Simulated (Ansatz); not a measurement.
Consider the cleavage of the Ge–B bond: `Cl[B](Cl)[GeH3]` + H₂S → `[SH][GeH3]` + `ClBCl`.

Isolated molecules relaxed with PBE0-D4/def2-TZVP in Ansatz; ΔE leaves out vibrations. CCSD(T)/CBS adds triple-zeta CCSD(T) − MP2 to the extrapolated MP2 energy (def2 sets, frozen cores). This one scheme is used for every species. Functionals use def2-TZVPP. HSE06 is defined as in plane-wave codes. For Ge outer-core shells are correlated without core-valence functions, which leaves a few kJ/mol of doubt a bond. Scalar relativity is left out up to krypton.

`Cl[B](Cl)[GeH3]`:

Z-matrix (Å, degrees):
```
Ge
B 1 2.068
H 1 1.538 2 109.4
H 1 1.538 2 109.3 3 117.9
H 1 1.535 2 111.8 3 -121.1
Cl 2 1.743 1 119.8 3 -58.6
Cl 2 1.741 1 121.7 3 121.4
```

H₂S:

Z-matrix (Å, degrees):
```
S
H 1 1.341
H 1 1.341 2 92.3
```

`[SH][GeH3]`:

Cartesian coordinates in Å:
```
S -1.286 0.179 -1.131
Ge 0.527 -0.131 0.119
H -2.057 0.574 -0.105
H 0.261 -1.196 1.194
H 0.953 1.187 0.785
H 1.602 -0.612 -0.862
```

`ClBCl`:

Z-matrix (Å, degrees):
```
B
Cl 1 1.734
Cl 1 1.734 2 120.7
H 1 1.187 2 119.7 3 180.0
```

```tsv
level	ΔE (kJ/mol)
PBE-D4	-45.5
HSE06	-52.2
CCSD/def2-TZVPP	-51.1
HF/def2-QZVPP	-70.3
```

(1) What does CCSD(T)/CBS give? (Best estimate.)

Largest T1 diagnostic among the species: 0.013.

Results:

(1) The calculation gave: -47.5 kJ/mol. The listed levels differ from it by 2.0, -4.7, -3.6, -22.8 kJ/mol.

In def2-TZVPP, CCSD(T) changes the Hartree–Fock value by +20.2 kJ/mol (the triples alone add +1.8 kJ/mol) and MP2 by +16.2 kJ/mol. The D4 term adds +4.1 kJ/mol with B3LYP and +2.4 kJ/mol with PBE0; it sums over pairs of atoms, weighted by their polarisabilities, and B3LYP, whose exchange is more repulsive, gets the larger term.

B3LYP here is the variant with VWN-RPA as its local correlation; programs differ in this.
